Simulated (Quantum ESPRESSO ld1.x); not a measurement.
These are the eigenvalues of the occupied orbitals of an atom or ion with whole-number occupations (Ry). Method: Dirac Kohn-Sham, relativistic LDA (MacDonald-Vosko exchange, VWN5 correlation), spin-unpolarised, spherical densities, point nucleus; computed with ld1.x of Quantum ESPRESSO 7.5.

orbital  eigenvalue
1s1/2      -3081.51
2s1/2      -521.153
2p1/2      -494.769
2p3/2      -459.685
3s1/2      -135.096
3p1/2      -123.802
3p3/2      -116.795
3d3/2      -96.9930
3d5/2      -95.4696
4s1/2      -47.8830
4p1/2      -43.5038
4p3/2      -41.7778
4d3/2      -34.4464
4d5/2      -34.1084

Which element is it, and in what charge state? The configuration may be excited. Open shells, if any, are shared by 2j + 1.

Answer. Z = 59, praseodymium, charge +17: Pr17+ in [Kr] 4d6. The list shows which subshells hold electrons but not how many an open one holds; the 1s level, -1540.8 hartree, gives Z - s = 55.5 by -(Z - s)^2/2, which with screening and relativity narrows Z to a few neighbours, and the depths of the outer levels then fix element, charge and occupations together.
